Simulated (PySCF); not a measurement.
Si(H)(SiH3) cation (H4Si2), SMILES [SiH][SiH3] (connectivity only; charge and spin as stated), charge +1, multiplicity 2. Atoms are numbered in the order given.

```xyz
6

Si    -0.0083     1.0579     0.7189
H     -0.3225     2.3500     0.0042
Si     0.0320    -0.9676    -0.5575
H      0.9310    -0.5822    -1.6853
H     -1.4255    -0.9618    -0.9021
H      0.4847    -2.0703     0.3237
```
Charge +1, spin multiplicity 2.

Coordinates come from a PBE-D3(BJ)/def2-TZVP optimisation. The spin state was assumed, not searched. The isomer is the one that the SMILES or the coordinates give; other isomers of the formula were not compared.

Two levels are set side by side: PBE/pcH-1 (PySCF) and PBE0/pcH-1 (PySCF). Contact hyperfine couplings, same geometry. Differences are taken from unrounded values.

```tsv
quantity	PBE
A(iso) of 29Si, atom Si1 (MHz)	-407.4
A(iso) of 1H, atom H2 (MHz)	75.6
A(iso) of 29Si, atom Si3 (MHz)	-19.9
A(iso) of 1H, atom H4 (MHz)	45.0
A(iso) of 1H, atom H5 (MHz)	24.4
A(iso) of 1H, atom H6 (MHz)	-9.9
```

Task: These are the PBE values. What does PBE0 give? (An estimate is asked for; the answer gives what the named calculation found.)

Result: 
```csv
quantity,PBE0,PBE minus PBE0
"A(iso) of 29Si, atom Si1 (MHz)",-428.4,21.0
"A(iso) of 1H, atom H2 (MHz)",72.6,3.0
"A(iso) of 29Si, atom Si3 (MHz)",-21.2,1.4
"A(iso) of 1H, atom H4 (MHz)",43.1,1.9
"A(iso) of 1H, atom H5 (MHz)",24.9,-0.6
"A(iso) of 1H, atom H6 (MHz)",-10.9,1.0
```

Rough cost on one machine, each run with all the roots and properties that it gave: PBE0 against PBE within a factor of 2.
